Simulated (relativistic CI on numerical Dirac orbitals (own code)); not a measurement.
Computed by Dirac-Coulomb-Breit CI, separate exchange-only KLI orbitals for each configuration, QED by a radiative potential, unscaled Slater integrals (own radial code, finite nucleus).

The strongest absorption lines from the ground level of an ion, among the configurations computed and to levels below about 2050 eV (vacuum wavelength in nm, gf): 0.76880 (0.43), 0.83111 (1.1), 0.89130 (0.04), 0.93304 (6.7), 0.96104 (0.9), 0.98112 (0.4), 1.1870 (0.32), 1.2013 (0.11).

(1) Which ion is it?
A. Er XLI
B. Tb XXXVIII
C. Sm XXXV
D. Sm XXXVII

## Answers

(1) C. Sm XXXV has 28 electrons and the ground level 3s²3p⁶3d¹⁰ ¹S0; the strongest line goes to 3s²3p⁶3d⁹4f ¹P°1. The pattern of lines fixes the number of electrons, and along that sequence the line energies rise steadily with the charge (about as its square where n changes within one kind of shell, about linearly where n is kept but much faster in heavy ions where fine structure, which grows about as Z⁴, sets the gap, and irregularly where shells cross), which fixes Z. Configurations outside the model, such as inner-shell arrays, can give stronger lines. At this charge energies of transitions that change n are usually good to better than 1 %, and those within a shell (Δn = 0) to a few per cent.

LS names give the leading component of a level, which can be under half, so a name can repeat, a term be missing and a line seem to break the LS rules.
